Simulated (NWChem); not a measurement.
Molecule: Si₂H₃F₃; SMILES F[SiH]([SiH2]F)F

```xyz
8

Si    -0.0901    -1.3069    -0.5286
F      0.7157    -2.3270     0.4790
Si    -0.0032     0.8578     0.3910
F     -0.9021     1.8112    -0.5888
F      1.5349     1.4048     0.3322
H      0.5668    -1.3264    -1.8793
H     -1.5139    -1.7737    -0.6457
H     -0.4987     1.0290     1.7946
```
Atoms are numbered in this order, from 1.

Results from NWChem. Pople sets run with spherical d functions. All runs use the structure optimised with PBE-D3(BJ)/def2-SVP. B3LYP is NWChem's, with the RPA form of VWN correlation. Atomic charges in e: unrestrained fits to the electrostatic potential beside Mulliken populations; buried atoms are poorly determined by the fit.

For level Hartree-Fock/6-31G*:

- Mulliken Si1 = 0.83
- Mulliken F2 = -0.55
- Mulliken Si3 = 1.24
- Mulliken F4 = -0.54
- Mulliken F5 = -0.53

How do the values read with level B3LYP/def2-SVP instead?


| Quantity | Value |
|---|---|
| Mulliken Si1 | 0.52 |
| Mulliken F2 | -0.35 |
| Mulliken Si3 | 0.79 |
| Mulliken F4 | -0.34 |
| Mulliken F5 | -0.34 |
